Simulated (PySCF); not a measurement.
Basis-set dependence of population analyses: `FB(F)C[SiH3]`

CH5BF2Si.
Bonds: F1–B2, B2–F3, B2–C4, C4–Si5. Hydrogens: H6, H7 on C4; H8, H9, H10 on Si5.

PBE0 throughout (PySCF), one geometry, spherical d and f functions. The structure is a single PBE0-D3(BJ)/def2-SVP conformer in the gas phase; no vibrational or solvent corrections. Atoms taken as equivalent share a column and are averaged.

Mulliken charges (e):

```
        basis  functions   F1/F3      B2      C4     Si5   H6/H7  H8/H9/H10
       STO-3G         34  -0.130  +0.353  -0.419  +0.536  +0.074     -0.119
        6-31G         59  -0.298  +0.788  -0.914  +0.539  +0.228     -0.091
     pcSseg-0         59  -0.313  +1.014  -1.391  +0.501  +0.298     -0.031
       6-31G*         84  -0.260  +0.700  -0.803  +0.355  +0.219     -0.056
      cc-pVDZ         99  -0.099  +0.249  -0.294  +0.186  +0.080     -0.035
     def2-SVP         99  -0.107  +0.269  -0.412  +0.317  +0.103     -0.056
  aug-cc-pVDZ        164  -0.393  +1.095  +0.356  -0.572  -0.408     +0.242
6-311+G(2d,p)        173  -0.306  +0.892  -0.832  +0.345  +0.184     -0.054
    def2-TZVP        191  -0.234  +0.474  -0.388  +0.125  +0.146     -0.012
      cc-pVTZ        224  -0.189  +0.390  -0.322  +0.140  +0.114     -0.019
     IGLO-III        234  -0.344  +0.847  -0.697  +0.674  +0.163     -0.154
```

IAO charges (e):

```tsv
basis	functions	F1/F3	B2	C4	Si5	H6/H7	H8/H9/H10
STO-3G	34	-0.167	+0.445	-0.662	+0.649	+0.140	-0.126
6-31G	59	-0.303	+0.691	-0.709	+0.469	+0.185	-0.072
pcSseg-0	59	-0.291	+0.672	-0.719	+0.458	+0.185	-0.066
6-31G*	84	-0.314	+0.735	-0.729	+0.598	+0.176	-0.109
cc-pVDZ	99	-0.311	+0.720	-0.726	+0.594	+0.177	-0.107
def2-SVP	99	-0.309	+0.718	-0.726	+0.614	+0.175	-0.112
aug-cc-pVDZ	164	-0.320	+0.733	-0.734	+0.596	+0.181	-0.106
6-311+G(2d,p)	173	-0.322	+0.740	-0.747	+0.628	+0.182	-0.114
def2-TZVP	191	-0.324	+0.748	-0.751	+0.636	+0.182	-0.116
cc-pVTZ	224	-0.323	+0.746	-0.748	+0.621	+0.182	-0.112
IGLO-III	234	-0.324	+0.746	-0.750	+0.636	+0.182	-0.116
```

Hirshfeld charges (e):

```tsv
basis	functions	F1/F3	B2	C4	Si5	H6/H7	H8/H9/H10
STO-3G	34	-0.073	+0.192	-0.168	+0.348	+0.013	-0.084
6-31G	59	-0.138	+0.284	-0.215	+0.299	+0.056	-0.068
pcSseg-0	59	-0.138	+0.282	-0.221	+0.326	+0.049	-0.069
6-31G*	84	-0.132	+0.285	-0.214	+0.297	+0.057	-0.072
cc-pVDZ	99	-0.127	+0.275	-0.229	+0.319	+0.056	-0.074
def2-SVP	99	-0.134	+0.287	-0.232	+0.327	+0.056	-0.075
aug-cc-pVDZ	164	-0.141	+0.302	-0.243	+0.324	+0.057	-0.072
6-311+G(2d,p)	173	-0.148	+0.311	-0.236	+0.327	+0.056	-0.073
def2-TZVP	191	-0.144	+0.307	-0.236	+0.320	+0.057	-0.072
cc-pVTZ	224	-0.141	+0.303	-0.236	+0.318	+0.057	-0.072
IGLO-III	234	-0.146	+0.309	-0.238	+0.318	+0.057	-0.070
```

ESP-fitted charges (e):

```tsv
basis	functions	F1/F3	B2	C4	Si5	H6/H7	H8/H9/H10
STO-3G	34	-0.169	+0.502	-0.506	+0.447	+0.102	-0.103
6-31G	59	-0.345	+0.853	-0.671	+0.515	+0.170	-0.116
pcSseg-0	59	-0.350	+0.901	-0.795	+0.568	+0.195	-0.122
6-31G*	84	-0.248	+0.604	-0.495	+0.383	+0.140	-0.092
cc-pVDZ	99	-0.247	+0.577	-0.439	+0.339	+0.131	-0.082
def2-SVP	99	-0.265	+0.632	-0.493	+0.398	+0.139	-0.095
aug-cc-pVDZ	164	-0.271	+0.654	-0.542	+0.394	+0.155	-0.091
6-311+G(2d,p)	173	-0.287	+0.700	-0.576	+0.398	+0.163	-0.091
def2-TZVP	191	-0.280	+0.683	-0.561	+0.404	+0.159	-0.094
cc-pVTZ	224	-0.275	+0.673	-0.559	+0.401	+0.158	-0.093
IGLO-III	234	-0.280	+0.684	-0.570	+0.401	+0.161	-0.092
```

Some averages cover members that differ in this geometry, most widely: H8/H9/H10, Mulliken in aug-cc-pVDZ +0.205 to +0.261 e.

Problem. Which scheme is steadiest as the basis changes?

Solution. Largest range over the bases for any column: Hirshfeld 0.12 e, IAO 0.30 e, ESP-fitted 0.40 e, Mulliken 1.75 e. Hirshfeld charges move least and Mulliken charges most, counted in e. Without the minimal STO-3G basis the ranges are Hirshfeld 0.04, IAO 0.18, ESP-fitted 0.36, Mulliken 1.75 e.

Problem. How much do the charges still move between the two largest bases, cc-pVTZ and IGLO-III?

Solution. At most, over all atoms: Mulliken 0.534 e, IAO 0.014 e, Hirshfeld 0.006 e, ESP-fitted 0.011 e.

Problem. What do the same runs give for the total energy, the frontier levels and the dipole moment?

Solution. 
```tsv
basis	energy (Eh)	HOMO (eV)	LUMO (eV)	μ (D)
STO-3G	-547.8909	-5.97	4.22	0.51
6-31G	-554.7562	-9.50	0.14	2.00
pcSseg-0	-553.9346	-9.80	0.06	1.95
6-31G*	-554.8479	-9.26	0.46	1.54
cc-pVDZ	-554.8818	-9.35	0.19	1.64
def2-SVP	-554.5858	-9.44	0.15	1.69
aug-cc-pVDZ	-554.8999	-9.47	-0.33	1.75
6-311+G(2d,p)	-554.9733	-9.51	-0.28	1.81
def2-TZVP	-555.0007	-9.47	-0.03	1.75
cc-pVTZ	-554.9902	-9.45	0.03	1.71
IGLO-III	-555.0072	-9.49	-0.10	1.76
```

The dipole is fixed by the density alone, so its range of 1.49 D shows that the density itself changes with the basis, not only its division among atoms.
